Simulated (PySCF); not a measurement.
ClFH4SSi2, SMILES F[SiH2]S[SiH2]Cl.

Geometry: PBE-D3(BJ)/def2-SVP. The structure was generated by enumeration, and PubChem lists no compound with its InChIKey, so it may never have been made. One conformer was computed; it need not be the lowest.

Two levels are set side by side: TDDFT-PBE/def2-SVPD (PySCF) and TDDFT-B3LYP/def2-SVPD (PySCF). Vertical, same geometry. The lowest singlet is HOMO→LUMO 97 % with PBE and HOMO→LUMO 95 % with the other functional; states are paired by order. Differences are taken from unrounded values.

```
quantity                              TDDFT-B3LYP
------------------------------------  -----------
lowest singlet excitation (eV)               6.06
lowest triplet excitation (TDA) (eV)         5.61
```

Problem. What does TDDFT-PBE give, and how far is it from TDDFT-B3LYP? (The exact figures need the calculation; the answer reports its results.)

Solution. 
```csv
quantity,TDDFT-PBE,TDDFT-PBE minus TDDFT-B3LYP
lowest singlet excitation (eV),5.67,-0.39
lowest triplet excitation (TDA) (eV),5.24,-0.37
```

Functionals without exact exchange tend to place singlet excitations lower, as here. Differences between two approximate levels are no errors against the true value.

Rough cost on one machine, each run with all the roots and properties that it gave: TDDFT-B3LYP against TDDFT-PBE about 4 times.
